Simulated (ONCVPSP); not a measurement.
# Sb (Z = 51), ONCV: configuration errors across variants

- Element: Sb
- Generator: ONCVPSP 4.0.1
- Type: optimised norm-conserving Vanderbilt (ONCV)
- Functional: PBE
- Relativity: scalar-relativistic
- Frozen core: [Ar] 3d10
- Valence charge: 23
- Reference configuration: 4s2 4p6 4d10 5s1.5 5p3.5
- Partial waves: 4s+5s: rc 1.35 bohr, ncon 4, nbas 9, qcut 11.4 1/bohr, 2 projectors; 4p+5p: rc 1.55 bohr, ncon 4, nbas 8, qcut 10.2 1/bohr, 2 projectors; 4d: rc 1.35 bohr, ncon 4, nbas 8, qcut 9.3 1/bohr, local
- Local potential: the d channel
- Core correction: none

All-electron excitation energies from the reference (eV): (1) 4s2 4p6 4d10 5s2 5p3 -4.029; (2) 4s2 4p6 4d10 5s2 5p2 4.288; (3) 4s2 4p6 4d10 5s2 5p1 20.257; (4) 4s2 4p5 4d10 5s2 5p3 105.923.

2 further variants failed, have other tests or too few solved ones, and are left out.

A true bound ghost makes a file unfit for plane-wave use even where its test errors are small: the radial tests pick states by their node count and pass the ghost by.

Errors AE − PS in meV (a dash: test not solved or not reliable):

```tsv
change	(1)	(2)	(3)	(4)	bound ghosts	GHOST(+) flags above zero
base	+0.3	-1.6	-5.7	-202	none	none
s: qcut 7.7; p: qcut 6.9; d: qcut 6.3	+0.1	-1.4	-4.9	-234	s	s
s: qcut 10.7; p: qcut 9.6; d: qcut 8.8	+0.3	-1.5	-5.7	-216	none	s, p
s: qcut 11.6; p: qcut 10.4; d: qcut 9.4	+0.3	-1.6	-5.7	-200	none	none
s: qcut 13.7; p: qcut 12.2; d: qcut 11.1	+0.3	-1.6	-5.6	-144	none	s
```

(1) Give the same row for: s: qcut 9; p: qcut 8.1; d: qcut 7.4.

## Answers

(1) +0.2, -1.2, -3.2, -164; bound ghosts: none; GHOST(+) flags above zero: s, p.
